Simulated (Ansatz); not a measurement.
Potential energy curve for Be2, singlet.

Computed with: UKS-PBE = unrestricted PBE/cc-pVQZ (Ansatz, a quantum-chemistry and plane-wave program); RCCSD(T) = CCSD(T) on RHF/cc-pVQZ, frozen core (Ansatz); RMP2 = Ansatz with MP2 on RHF/cc-pVQZ, frozen core.

Total energies in hartree (comparable only within one method and basis):

```tsv
R / Å	UKS-PBE	RCCSD(T)	RMP2
1.88	-29.25543	-29.21753	-29.17726
2.04	-29.26720	-29.23122	-29.19313
2.11	-29.27029	-29.23466	-29.19736
2.30	-29.27389	-29.23933	-29.20377
2.41	-29.27403	-29.24016	-29.20538
2.52	-29.27348	-29.24032	-29.20616
2.62	-29.27269	-29.24016	-29.20646
2.69	-29.27197	-29.23997	-29.20653
2.79	-29.27079	-29.23968	-29.20653
2.90	-29.26941	-29.23937	-29.20646
3.07	-29.26730	-29.23902	-29.20631
3.41	-29.26375	-29.23869	-29.20604
3.78	-29.26120	-29.23856	-29.20579
4.16	-29.25970	-29.23843	-29.20553
4.57	-29.25886	-29.23829	-29.20529
5.00	-29.25843	-29.23816	-29.20511
5.49	-29.25820	-29.23807	-29.20498
6.15	-29.25805	-29.23799	-29.20487
6.84	-29.25798	-29.23795	-29.20482
7.52	-29.25796	-29.23793	-29.20479
```

The unrestricted determinant behind UKS-PBE is spin-contaminated at 1.88 to 2.52 Å (<S²> up to 0.7, against 0.00 for a pure singlet).
